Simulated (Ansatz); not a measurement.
`Cl[SiH2][GeH2][Cl]` + CH₃SH → `C[S][GeH2][Cl]` + `[SiH3]Cl` at 298.15 K and 1 bar (cleavage of the Ge–Si bond).

Computed with Ansatz on PBE0-D4/def2-TZVP structures; ΔE is electronic, products minus reactants. CBS: MP2 limit from def2 TZ/QZ plus the TZ coupled-cluster correction, frozen cores. This one scheme is used for every species. For Ge outer-core shells are correlated without core-valence functions, which leaves a few kJ/mol of doubt a bond. Scalar relativity is left out up to krypton. One conformer a species, not always the lowest.

| species | CCSD(T)/CBS energy (Eh) | H − E (kJ/mol) | S (J/(mol·K)) |
| --- | --- | --- | --- |
| `Cl[SiH2][GeH2][Cl]` | -3287.23796 | 116.1 | 371.2 |
| CH₃SH | -438.22835 | 133.0 | 253.2 |
| `C[S][GeH2][Cl]` | -2974.78596 | 169.0 | 356.1 |
| `[SiH3]Cl` | -750.69636 | 80.1 | 250.8 |

H − E and S are ideal-gas, rigid-rotor, harmonic terms from PBE0-D4/def2-TZVP, for one conformer and one mirror image of each species. 1 Eh = 2625.50 kJ/mol, R = 8.31446 J/(mol·K).

Task: By hand: ΔE, ΔH, ΔS and ΔG.

Result: ΔE = (-2974.78596) + (-750.69636) − (-3287.23796) − (-438.22835) = -0.01601 Eh = -42.0 kJ/mol. Δ(H − E) = 169.0 + 80.1 − 116.1 − 133.0 = 0.0, so ΔH = -42.0 kJ/mol. ΔS = 356.1 + 250.8 − 371.2 − 253.2 = -17.5 J/(mol·K). ΔG = -42.0 − 298.15 × (-17.5)/1000 = -36.8 kJ/mol.

Task: By hand: the equilibrium constant, and the temperature at which ΔG would vanish if ΔH and ΔS stayed fixed.

Result: log₁₀ K = −ΔG/(RT ln 10) = 6.4. ΔG = 0 at ΔH/ΔS = 2400 K, though so small a ΔS makes that figure unsure.

ΔH outweighs TΔS. A doubt of 5 kJ/mol in ΔE shifts log₁₀ K by 0.9 here. Other conformers and mirror images would add mixing entropy, several J/(mol·K) or more a flexible species. Modes under 60 cm⁻¹, often nearly free rotors, make the harmonic entropy too high. These are equilibria of isolated gas molecules and say nothing of rates. Largest T1 diagnostic: 0.010 (customary marks: 0.02 for closed shells, 0.045 for open ones).
